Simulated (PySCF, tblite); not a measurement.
Isomers of C4H13FSSi2. All values are computed: GFN2-xTB (tblite) harmonic vibrations without scaling, gas phase. This tight-binding method is rough: wavenumbers can miss measured ones by several per cent, in bad cases by 10 to 20. Modes of hydrogen on silicon and sulfur can be 10 to 20 % off. One conformer each.

Electronic energies: PBE0/pcSseg-1 single points on the GFN2-xTB geometries (PySCF, gas phase).

```tsv
SMILES	electronic energy, lowest = 0 (kJ/mol)
CC[Si@H](CF)SC[SiH3]	98.3
CC[Si@H](CSC)[SiH2]F	0.0
C[SiH2]C[C@@H](CF)[SiH2]S	62.2
CCS[Si@@H](CF)C[SiH3]	77.2
```

**Question.** How do GFN2-xTB zero-point energies change the relative energies?

**Answer.** 
| SMILES | ZPE (kJ/mol) | of it from modes above 1550 cm⁻¹ | electronic (kJ/mol) | with ZPE, lowest = 0 (kJ/mol) | lowest mode (cm⁻¹) | rings |
| --- | --- | --- | --- | --- | --- | --- |
| CC[Si@H](CSC)[SiH2]F | 414.4 | 219.9 | 0.0 | 0.0 | 30 | 0 |
| C[SiH2]C[C@@H](CF)[SiH2]S | 403.1 | 211.5 | 62.2 | 50.9 | 24 | 0 |
| CCS[Si@@H](CF)C[SiH3] | 407.1 | 215.2 | 77.2 | 70.0 | 18i | 0 |
| CC[Si@H](CF)SC[SiH3] | 407.6 | 215.5 | 98.3 | 91.6 | 22 | 0 |

The zero-point energies span 11.3 kJ/mol, from `C[SiH2]C[C@@H](CF)[SiH2]S` to `CC[Si@H](CSC)[SiH2]F`. Slightly imaginary modes are left out of the zero-point energy: `CCS[Si@@H](CF)C[SiH3]` 17.8i cm⁻¹. The order is unchanged.

**Question.** And how do the electronic energies of GFN2-xTB itself compare?

**Answer.** `CC[Si@H](CSC)[SiH2]F` 0.0; `C[SiH2]C[C@@H](CF)[SiH2]S` 54.8; `CCS[Si@@H](CF)C[SiH3]` 87.6; `CC[Si@H](CF)SC[SiH3]` 98.5 kJ/mol, lowest = 0. Against the energies above, taken from the same isomer `CC[Si@H](CSC)[SiH2]F`, the largest difference is 10.4 kJ/mol.
